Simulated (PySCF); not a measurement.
Start geometry of GeH3(pyrrolidide) (`[H][Ge]([H])([H])[N]1CCCC1`) from GFN2-xTB (Å):
```
atom  x, y, z in Å
Ge1    1.2293    1.9630    0.6023
H2     1.4422    2.1773    2.0608
H3     2.4083    2.0066   -0.1691
H4     0.3979    3.1809    0.1490
N5     0.2912    0.5264    0.0452
C6    -1.1221    0.3271    0.2906
C7    -1.3931   -0.8764   -0.6257
C8    -0.0411   -1.6166   -0.7354
C9     0.8973   -0.7530    0.1339
H10   -1.6928    1.2019    0.0879
H11   -1.3467    0.0237    1.3681
H12   -1.7029   -0.5029   -1.5878
H13   -2.3102   -1.4582   -0.2593
H14   -0.2100   -2.6265   -0.2789
H15    0.2184   -1.7529   -1.7565
H16    1.0046   -1.1283    1.1187
H17    1.9012   -0.6926   -0.3835
```

Problem. What comes out of this run: PBE0-D3(BJ)/def2-SVP geometry optimisation, gas phase in PySCF 2.14.0?

Solution. 
```
atom  x, y, z in Å
Ge1    1.1855    2.0410    0.6085
H2     1.4082    2.0578    2.1443
H3     2.5549    2.0594   -0.0915
H4     0.3301    3.2560    0.2103
N5     0.2996    0.5501    0.0184
C6    -1.1107    0.3416    0.2633
C7    -1.4383   -0.8717   -0.6139
C8    -0.1118   -1.6574   -0.6870
C9     0.9121   -0.7615    0.0344
H10   -1.6997    1.2352    0.0018
H11   -1.3289    0.1054    1.3296
H12   -1.7353   -0.5329   -1.6169
H13   -2.2683   -1.4668   -0.2058
H14   -0.1813   -2.6456   -0.2091
H15    0.1839   -1.8237   -1.7327
H16    1.0748   -1.1408    1.0677
H17    1.8965   -0.7466   -0.4610
```

The energy falls by 62.2 kJ/mol over 6 energy and gradient evaluations, the largest force component goes from 0.0702 to 3.6e-04 Eh/bohr, and the atoms move by 0.095 Å rms after alignment. The bond that changes most is Ge1–H3 (ends: germanium bonded to N and 3 H; hydrogen on germanium), which lengthens by 0.128 Å. Bonds longer at the end by more than 0.005 Å: 8 of 17; shorter: 4. Among the angles that change most is C9–C8–H15, from 117.7° to 110.8°. Rotational constants go from 6318, 1249, 1106 to 6291, 1209, 1069 MHz. The orientation of the end geometry is arbitrary; only internal coordinates are fixed.

The run used 157 basis functions and 37 SCF cycles in all. Hardware: one thread, Arm Neoverse V1 (aarch64), on a shared host. Cost: 82 s of wall time, 0.62 GiB resident at most.

No frequency check. The numbers are those of one conformer.
